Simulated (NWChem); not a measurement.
System: GaCl, singlet; SMILES [Cl][Ga]

Computed with NWChem. Pople sets run with spherical d functions. Low-valent species are run as closed-shell singlets; no triplet was tried in these runs. Geometry: optimised at B3LYP/6-31G* (spherical d). Vertical excitations in the gas phase.

**Question.** What does the run give for LRC-wPBEh/6-31G*, full TDDFT? Quantities: lowest excitation, singlet (eV); oscillator strength of that lowest state; orbital gap (eV).

**Answer.** 
```yaml
lowest excitation, singlet (eV): 4.88
oscillator_strength_of_that_lowest_state: 0.113
orbital gap (eV): 9.17
```
